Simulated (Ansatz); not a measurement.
The cluster K7H8. Total charge 0; doublet. Geometry PBE0-D4/def2-SVP.

```xyz
15

K    -0.0240    2.2966    5.1018
K     0.0287   -0.6900    2.6749
K     0.0836   -0.9196   -2.3977
K     0.1347    1.8248   -5.0141
K     0.5459   -1.3286   -7.4508
K     0.1752   -0.3621    7.6940
K    -0.0560    2.0275    0.0230
H     0.0363   -0.6840    0.1206
H    -0.5188   -2.9986   -4.4567
H    -0.0030    1.8018   -2.5292
H    -0.7336   -3.6901   -4.2010
H     0.0913   -0.5690    5.2134
H     0.2342   -0.7901   -4.9764
H     0.0733    2.0736    7.6295
H    -0.0677    2.0079    2.5687
```

B3LYP takes the VWN-RPA correlation. In the doublet, H9 and H11 lie 0.77 Å apart (atoms count from 1), so H2 has formed as a molecule. The structure comes from a short search, and lower isomers may exist.

**Question.** Estimate the α-spin orbital energies around the gap (eV) in Ansatz with PBE-D4/def2-SVP, PBE-D4/def2-TZVP, r2SCAN-D4/def2-TZVP, B3LYP-D4/def2-TZVP, PBE0-D4/def2-TZVP.

**Answer.** 
```tsv
orbital	PBE-D4/def2-SVP	PBE-D4/def2-TZVP	r2SCAN-D4/def2-TZVP	B3LYP-D4/def2-TZVP	PBE0-D4/def2-TZVP
HOMO−9	-17.22	-16.97	-17.53	-18.58	-18.97
HOMO−8	-17.17	-16.92	-17.47	-18.54	-18.92
HOMO−7	-10.26	-10.31	-10.77	-11.70	-11.94
HOMO−6	-4.75	-4.75	-4.89	-5.65	-5.86
HOMO−5	-4.47	-4.47	-4.60	-5.35	-5.55
HOMO−4	-4.19	-4.21	-4.36	-5.08	-5.26
HOMO−3	-3.96	-3.98	-4.13	-4.85	-5.02
HOMO−2	-3.89	-3.91	-4.06	-4.77	-4.95
HOMO−1	-3.43	-3.45	-3.54	-4.29	-4.44
HOMO	-2.01	-1.98	-1.97	-2.27	-2.38
LUMO	-1.30	-1.26	-1.11	-0.96	-0.84
LUMO+1	-1.02	-0.98	-0.51	-0.73	-0.51
LUMO+2	-0.70	-0.66	-0.29	-0.26	-0.19
LUMO+3	-0.54	-0.53	-0.05	-0.22	-0.09
LUMO+4	-0.53	-0.49	0.11	-0.18	-0.08
LUMO+5	-0.31	-0.29	0.14	0.09	0.20
β HOMO	-3.43	-3.45	-3.54	-4.29	-4.44
β LUMO	-1.37	-1.32	-1.22	-1.09	-0.78
```
